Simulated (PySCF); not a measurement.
C2H6Cl4Si2.
Bonds: C1–Si2, Si2–C3, Si2–Cl4, Si2–Si5, Si5–Cl6, Si5–Cl7, Si5–Cl8. Hydrogens: H9, H10, H11 on C1; H12, H13, H14 on C3.

A GFN2-xTB structure was refined with PySCF, PBE0-D3(BJ)/def2-SVP geometry optimisation, gas phase. Its GFN2-xTB values:

```
    coordinate  GFN2-xTB
        C1–Si2   1.906 Å
         C1–H9   1.087 Å
       Si2–Cl4   2.030 Å
       Si2–Si5   2.340 Å
       Si5–Cl6   2.031 Å
       Si5–Cl7   2.036 Å
     C1–Si2–C3    110.8°
    C1–Si2–Cl4    108.4°
    C1–Si2–Si5    108.9°
   Si2–Si5–Cl6    113.4°
   Si2–Si5–Cl7    109.5°
   Cl4–Si2–Si5    110.7°
   Cl6–Si5–Cl7    106.5°
   Cl6–Si5–Cl8    106.7°
C1–Si2–Si5–Cl6       61°
```

Task: How do these coordinates change at the PBE0-D3(BJ)/def2-SVP level?

Result: 
```tsv
coordinate	PBE0-D3(BJ)/def2-SVP (Å or °)	change
Si2–Cl4	2.081	+0.051
C1–Si2	1.865	-0.041
Si5–Cl7	2.069	+0.033
Si5–Cl6	2.058	+0.027
C1–H9	1.100	+0.013
Si2–Si5	2.330	-0.010
Cl4–Si2–Si5	106.2	-4.5
C1–Si2–C3	114.2	+3.4
Cl6–Si5–Cl8	108.9	+2.2
Si2–Si5–Cl6	111.6	-1.8
Si2–Si5–Cl7	108.0	-1.5
Cl6–Si5–Cl7	107.9	+1.4
C1–Si2–Cl4	109.3	+0.9
C1–Si2–Si5	108.6	-0.3
C1–Si2–Si5–Cl6	53	-8
```

The energy falls by 3.4 kcal/mol over 8 energy and gradient evaluations, the largest force component goes from 0.0282 to 3.4e-04 Eh/bohr, and the atoms move by 0.112 Å rms after alignment. The bond that changes most is Si2–Cl4 (chlorine-bound silicon to silicon-bound chlorine), which lengthens by 0.051 Å. Bonds longer at the end by more than 0.005 Å: 10 of 13; shorter: 3. Rotational constants go from 871.7, 527.7, 504.0 to 839.9, 543.2, 517.3 MHz.

The run used 166 basis functions and 52 SCF cycles in all. On one thread, x86-64 server, shared host, this took 3.0 min of wall time.

Whether it is a minimum is left open (no frequencies).

The values belong to the conformer `[CH3:1][Si:2]([CH3:3])([Cl:4])[Si:5]([Cl:6])([Cl:7])[Cl:8]`: C1–Si2–Si5–Cl6 53°.
